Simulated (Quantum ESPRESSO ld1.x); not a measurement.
The numbers below are computed, except where a source is named.
Task: The table gives one normalised radial function P(r) = r R(r) of Gd52+ in [Ne] 3s2 (r in bohr). Level of theory: scalar-relativistic Kohn-Sham, LDA (Slater exchange, Perdew-Wang correlation), spin-polarised, spherical densities, point nucleus (ld1.x of Quantum ESPRESSO 7.5).

r               P
0.0009889   0.1542
0.001257    0.1870
0.001585    0.2242
0.001999    0.2671
0.002542    0.3173
0.003206    0.3708
0.004043    0.4271
0.005098    0.4829
0.006481    0.5340
0.008173    0.5679
0.01031     0.5742
0.0131      0.5353
0.01652     0.4359
0.02084     0.2609
0.02649    -0.0040
0.03341    -0.3217
0.04213    -0.6431
0.05314    -0.8671
0.06755    -0.8561
0.08519    -0.5011
0.1074      0.1719
0.1366      0.9340
0.1722      1.2557
0.2172      0.7582
0.2761     -0.5028
0.3482     -1.6463
0.4392     -1.8894
0.5538     -1.2564
0.7041     -0.4760
0.8879     -0.1024
1.12       -0.0109

Which n and l does it have? It may be an empty orbital.

Result: n = 4, l = 0: the number of nodes gives n - l - 1 = 3, the rise at small r (about r^(l+1), flatter next to the nucleus through relativity) gives l, and the extent must fit the shell. The curve is that of 4s. 4s (empty): eigenvalue -2624.5 eV, 3 radial nodes at r = 0.0264, 0.102, 0.253 bohr, <r> = 0.406 bohr, 90 % of the charge inside 0.571 bohr.
